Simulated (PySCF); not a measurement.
Structure elucidation problem

The spectra below were simulated for a compound C₃H₆O₃Si.

¹H NMR (400 MHz, computed): δ 6.98 (br s, 1H), 4.47 (s, 2H), 2.85 (s, 3H).

¹³C{¹H} NMR (computed): δ 237.3 (C), 185.2 (C), 40.8 (CH3).

[PySCF 2.14: shieldings: GIAO PBE0/pcSseg-1; GFN2-xTB geometry; non-relativistic Hamiltonian; no solvent; one averaged value for each set of equivalent atoms; a single conformation]

Shifts are taken against calculated references (same method and geometry level): ¹H (31.72 ppm), ¹³C (186.93 ppm) against TMS.

Question: Deduce the structure.

Answer: 
Rings plus π bonds: 2 (no ring in the answer). 3 carbon signals for 3 carbons: no two carbons are equivalent. Carbon types of the structure: 2 × C, 1 × CH3, leaving 3 H on heteroatoms. δC 237.3, 185.2: carbonyl carbon. δC 40.8: methyl carbon α to a carbonyl; α to the electron-withdrawing carbonyl group. δH 6.98: hydrogen on an acid hydroxyl oxygen; exchangeable, gas-phase position. δH 4.47: hydrogen on a silicon bonded to 2 C. δH 2.85: hydrogen on a methyl carbon α to a carbonyl; α to C=O.

Structure: `CC(=O)[SiH2]C(=O)O`.

The shifts were computed for this structure.

Exchangeable OH/NH protons stand at their gas-phase positions; hydrogen bonding in a real sample shifts them, mostly to higher δ. Shifts are as computed. Against solution values, carbons near 30 ppm lie about +3 ppm off and those near 130 ppm about +5 ppm. Of 1211 compounds with measured shifts, 218 miss one by over three times the rms of a fit or turn the order of signals round; such compounds aren't used in these exercises. Hydrogen bonding in solution deshields acid and N–H amide carbonyl carbons by as much as 10 ppm beyond these values. No couplings were computed; multiplicities are counted from neighbouring protons, with m where these are inequivalent, close in shift, in a saturated or five-membered ring or joined by F or P, and br s for small geminal =CH2 splittings.
